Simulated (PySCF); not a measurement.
## Radial density of Cl⁺ (chlorine, charge +1)

UHF, [Ne] 3s2 3p4, high-spin 3P determinant. Calculation: PySCF 2.14, in cc-pV(D+d)Z (4s3p2d, 23 functions); no relativity, point nucleus.

```json
{"r (bohr)": "0.00127", "4πr²ρ (e/bohr)": "0.06209", "4πr²(ρα − ρβ)": "0.0000"}
{"r (bohr)": "0.00213", "4πr²ρ (e/bohr)": "0.1711", "4πr²(ρα − ρβ)": "0.0000"}
{"r (bohr)": "0.00358", "4πr²ρ (e/bohr)": "0.4597", "4πr²(ρα − ρβ)": "0.0001"}
{"r (bohr)": "0.00603", "4πr²ρ (e/bohr)": "1.198", "4πr²(ρα − ρβ)": "0.0001"}
{"r (bohr)": "0.0101", "4πr²ρ (e/bohr)": "2.947", "4πr²(ρα − ρβ)": "0.0004"}
{"r (bohr)": "0.0171", "4πr²ρ (e/bohr)": "6.602", "4πr²(ρα − ρβ)": "0.0010"}
{"r (bohr)": "0.0287", "4πr²ρ (e/bohr)": "12.61", "4πr²(ρα − ρβ)": "0.0030"}
{"r (bohr)": "0.0482", "4πr²ρ (e/bohr)": "18.60", "4πr²(ρα − ρβ)": "0.0118"}
{"r (bohr)": "0.0811", "4πr²ρ (e/bohr)": "18.47", "4πr²(ρα − ρβ)": "0.0486"}
{"r (bohr)": "0.136", "4πr²ρ (e/bohr)": "13.48", "4πr²(ρα − ρβ)": "0.1610"}
{"r (bohr)": "0.230", "4πr²ρ (e/bohr)": "16.73", "4πr²(ρα − ρβ)": "0.2947"}
{"r (bohr)": "0.386", "4πr²ρ (e/bohr)": "17.89", "4πr²(ρα − ρβ)": "0.1353"}
{"r (bohr)": "0.650", "4πr²ρ (e/bohr)": "6.178", "4πr²(ρα − ρβ)": "0.1057"}
{"r (bohr)": "1.09", "4πr²ρ (e/bohr)": "3.997", "4πr²(ρα − ρβ)": "1.1589"}
{"r (bohr)": "1.84", "4πr²ρ (e/bohr)": "3.051", "4πr²(ρα − ρβ)": "1.0454"}
{"r (bohr)": "3.09", "4πr²ρ (e/bohr)": "0.4090", "4πr²(ρα − ρβ)": "0.1440"}
{"r (bohr)": "5.20", "4πr²ρ (e/bohr)": "0.006413", "4πr²(ρα − ρβ)": "0.0026"}
```
